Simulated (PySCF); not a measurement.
C₂H₆BeO, SMILES [CH3][Be][O]C. Atoms are numbered in the order given.

```xyz
10

Be     0.0000     0.0000     0.6980
C      0.0000     0.0000     2.3752
H      1.0229    -0.0168     2.7900
H     -0.5260    -0.8774     2.7900
H     -0.4969     0.8942     2.7900
O      0.0000     0.0000    -0.6976
C      0.0000     0.0000    -2.0697
H     -1.0058     0.2185    -2.4715
H      0.6921     0.7618    -2.4715
H      0.3137    -0.9803    -2.4715
```

The structure is a stationary point at PBE0-D3(BJ)/def2-SVP. The values are those of a single conformer.

Level of theory: B3LYP/pcSseg-1 run with PySCF.

GIAO shieldings, no solvent; atoms alike by connectivity are averaged. δ = σ(ref) − σ: ¹³C against TMS (σ = 181.3 ppm); ¹H against TMS (σ = 31.68 ppm); ¹⁷O against H2O (σ = 333.8 ppm), references at their B3LYP-D3(BJ)/def2-TZVP geometries, non-relativistic.

Computed chemical shifts:
```tsv
nucleus	atoms	count	δ (ppm)
¹³C	C7	1	56.7
¹³C	C2	1	-22.1
¹H	H8, H9, H10	3	4.41
¹H	H3, H4, H5	3	-0.58
¹⁷O	O6	1	31.9
```
